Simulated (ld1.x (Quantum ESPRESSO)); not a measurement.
# What one change does to a pseudopotential (ruthenium, TM)

* Element: Ru (Z = 44)
* Generator: ld1.x (Quantum ESPRESSO) 7.5
* Type: norm-conserving Troullier–Martins (Kleinman–Bylander form)
* Functional: PBE
* Relativity: scalar-relativistic
* Frozen core: [Kr]
* Valence charge: 8
* Reference configuration: 4d7 5s1 5p0
* Partial waves: 5p (bound, empty): rc 3.80 bohr; 4d (bound): rc 1.40 bohr; 5s (bound): rc 2.55 bohr
* Local potential: the s channel
* Core correction: Bessel-smoothed model core inside 0.85 bohr

Change: wave 5s (bound): rc 2.55 bohr becomes 5s (bound): rc 3.32 bohr.

Cutoffs: the cutoffs (Ry, on a coarse ladder) from which the occupation-weighted sum of valence levels, in a spherical-Bessel basis at the reference potential, stays within 10 and 1 mRy of its value at 400 Ry; they do not see the model core or the augmentation charge, which bear on the density cutoff. Errors are all-electron minus pseudo energies relative to the spin-unpolarised reference configuration.

Task: What does the change do?

Result: The potential gets neither clearly harder nor softer (55 Ry and 70 Ry → 55 Ry and 70 Ry); of the 5 tests that both files solve, the error grows in 2 and shrinks in 2 by more than 15 % and 0.3 meV (median size 124.3 → 110.3 meV); neither file shows a bound ghost.

```tsv
quantity	base	changed
cutoff, loose	55 Ry	55 Ry
cutoff, tight	70 Ry	70 Ry
bound ghosts	none	none
tests with a reliable result	6 of 7	6 of 7
error for 4d6 5s0 5p0, meV [ΔE 25.48 eV]	-127	-159
error for 4d5 5s0 5p0, meV [ΔE 56.10 eV]	-680	-782
error for 4d7.5 5s0.5 5p0, meV [ΔE -0.32 eV]	-25	-19
error for 4d6 5s1 5p1, meV [ΔE 5.65 eV]	-124	-110
error for 4d7 5s0.5 5p0, meV [ΔE 2.86 eV]	-3.6	-2.6
s: phases at 4.09 bohr within 0.05 rad from the reference energy up to (Ry; the scan ends near 5)	1.0	0.8
p: phases at 4.09 bohr within 0.05 rad from the reference energy up to (Ry; the scan ends near 5)	1.4	1.4
d: phases at 4.09 bohr within 0.05 rad from the reference energy up to (Ry; the scan ends near 5)	0.4	0.5
```
